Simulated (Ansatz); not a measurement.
Geometry optimisation, RKS B3LYP/6-31G* (Ansatz).

Input file:

```yaml
crystal:
  periodic: [false, false, false]
  atoms:
    - { symbol: B, position_ang: [0.0, 0.0, 0.0] }
    - { symbol: H, position_ang: [0.0, 0.0, 1.54] }
    - { symbol: "N", position_ang: [1.3423, 0.0, -0.775] }
    - { symbol: H, position_ang: [1.8089, -0.9179, -1.0268] }
    - { symbol: H, position_ang: [1.7937, 0.9179, -1.0532] }
    - { symbol: "N", position_ang: [-1.3423, 0.0, -0.775] }
    - { symbol: H, position_ang: [-2.0112, -0.8164, -0.6764] }
    - { symbol: H, position_ang: [-1.5914, 0.8164, -1.4036] }
    - { symbol: F, position_ang: [-0.2026, 1.5239, 0.5108] }
    - { symbol: H, position_ang: [-0.1143, 0.86, 1.4996] }
basis:
  gaussian: { orbitals: "6-31G*" }
hamiltonian:
  xc: b3lyp
relax:
  f_tol: 0.15
  max_steps: 25
  restrain:
    - { distance: [0, 8], at: 1.32, k: 30.0 }
    - { distance: [9, 1], at: 0.66, k: 30.0 }
    - { distance: [0, 1], at: 2.39, k: 30.0 }
    - { distance: [9, 8], at: 2.12, k: 30.0 }
output:
  orbitals: {}
```

Run as:

```bash
$ ansatz run input.yaml --threads 1 --pin off --max-ram 2048MiB --backend cpu --events-out ev --progress --plain --runs-dir out
```

**Question.** Where does it end, and by what steps?

**Answer.** The run converged. The restraints hold the end off the free minimum. After 8 steps the energy has fallen by 5.347 eV (the restraints' own energy left out); H8 moved furthest, 0.94 Å.

```json
{"step": "0", "energy less start (eV)": "0.0000", "largest force component (eV/Å)": "3.860", "accepted": "yes"}
{"step": "1", "energy less start (eV)": "-1.7174", "largest force component (eV/Å)": "5.162", "accepted": "yes"}
{"step": "2", "energy less start (eV)": "-3.2535", "largest force component (eV/Å)": "3.088", "accepted": "yes"}
{"step": "3", "energy less start (eV)": "-4.1526", "largest force component (eV/Å)": "2.193", "accepted": "yes"}
{"step": "4", "energy less start (eV)": "-4.6365", "largest force component (eV/Å)": "1.486", "accepted": "yes"}
{"step": "5", "energy less start (eV)": "-4.9714", "largest force component (eV/Å)": "1.423", "accepted": "yes"}
{"step": "6", "energy less start (eV)": "-5.1979", "largest force component (eV/Å)": "1.415", "accepted": "yes"}
{"step": "7", "energy less start (eV)": "-5.3133", "largest force component (eV/Å)": "1.437", "accepted": "yes"}
{"step": "8", "energy less start (eV)": "-5.3467", "largest force component (eV/Å)": "1.477", "accepted": "yes"}
```

```xyz
10
Properties=species:S:1:pos:R:3
B -0.035 0.591 -0.526
H -0.021 0.130 1.832
N 1.218 -0.046 -0.720
H 1.327 -0.900 -1.247
H 2.086 0.434 -0.538
N -1.272 -0.003 -0.884
H -1.366 -0.950 -1.216
H -2.150 0.467 -0.729
F -0.047 1.827 -0.008
H -0.057 0.834 1.877
```

Run time: 24 s on 1 thread of Arm Neoverse V2, on a shared host, peak memory 0.15 GiB.
